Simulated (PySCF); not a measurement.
# Reading the logs of faulty runs: AlBFH2O

These are calculations, not measurements. The program is PySCF 2.14.0, an open-source quantum chemistry code, run on an isolated molecule that a program drew, which may never have been made. The molecule is AlBFH2O (charge 0, doublet), drawn as the SMILES string `[OH][AlH][B]F`.

Each row is a Hartree-Fock (HF) and frozen-core CCSD(T) single point in the cc-pV(D+d)Z basis, meant for a local HF minimum. Run 1 is clean. Each other run has one planted mistake out of seven kinds, and not every kind appears here: one electron removed, one electron added, multiplicity raised by two, geometry at a saddle point, minimal basis STO-3G, one bond length entered in bohr, all coordinates scaled. The reference is restricted for singlets and unrestricted otherwise, and also for a bond in bohr. Adding or removing an electron swaps singlet and doublet. Electrons count all cores. HOMO and LUMO are orbital energies over both spins, the gradient is its largest component, and the lowest frequency (negative if imaginary) is given only where the gradient is small. Bond lengths are over the 5 bonds as drawn. T1 is the CCSD diagnostic: over 0.02 (restricted) or 0.045 (unrestricted) a single reference is doubtful.

Geometry of the clean run:
```xyz
6
AlBFH2O, angstrom
O     1.0651   -0.1955   -1.3036
Al    0.2108   -0.3376    0.1490
B    -1.0559    1.2494    0.6173
F    -1.2635    2.3755    1.2401
H     1.5271   -0.8575   -1.7895
H     0.1148   -1.7050    0.9289
```

```
run  electrons  basis functions  <S^2>  HOMO (eV)  LUMO (eV)  gradient (hartree/bohr)  lowest frequency (cm^-1)  mean bond (Å)  longest bond (Å)      T1  HF (hartree)  CCSD(T) (hartree)                     mistake
  1         37               75  0.767      -7.77       1.46                  1.5e-05                       123         1.5196             2.084  0.0191    -442.11391         -442.64642                    no fault
  2         37               75  0.765      -7.47       1.75                  7.3e-02                         -         1.4330             1.965  0.0174    -442.09211         -442.61890      all coordinates scaled
  3         37               75  0.758      -7.45       1.50                  3.5e-05                      -128         1.5056             2.026  0.0178    -442.11316         -442.64626  geometry at a saddle point
  4         38               75  0.000       0.25       7.38                  4.6e-02                         -         1.5196             2.084  0.0178    -442.07050         -442.63978          one electron added
  5         37               26  0.756      -4.23       8.18                  5.4e-02                         -         1.5196             2.084  0.0217    -436.40871         -436.55471                           ?
  6         37               75  1.499      -7.94       1.06                  1.6e-02                         -         1.8002             2.980  0.0488    -442.01483         -442.54021                           ?
```

**Which mistake was planted in run 5, and what did it cost?**

It has 26 basis functions where the clean run has 75, with the same electrons and geometry. So the mistake is: minimal basis STO-3G. Subtracting run 1 and multiplying by 627.51 kcal/mol a hartree, the energy moved by 3580.1 kcal/mol in HF and 3822.6 kcal/mol in CCSD(T).

**Which mistake was planted in run 6, and what did it cost?**

The mean bond changes by a factor of 1.185 and the longest by 1.430, so the molecule wasn't scaled as a whole. A length L in bohr read as angstrom grows by (1/0.5292 - 1) L = 0.890 L. The 5 bonds together grew by 5 x 0.2806 = 1.403 Å, which gives L = 1.577 Å. That is bond Al2-H6, 1.577 Å in the clean geometry. So the mistake is: one bond length entered in bohr. Subtracting run 1 and multiplying by 627.51 kcal/mol a hartree, the energy moved by 62.2 kcal/mol in HF and 66.6 kcal/mol in CCSD(T).

Cautions from the logs. Run 4: the HOMO is above zero, so the electron isn't bound and the energy depends on the basis; run 6: T1 is over the limit, so its CCSD(T) energy is less reliable.
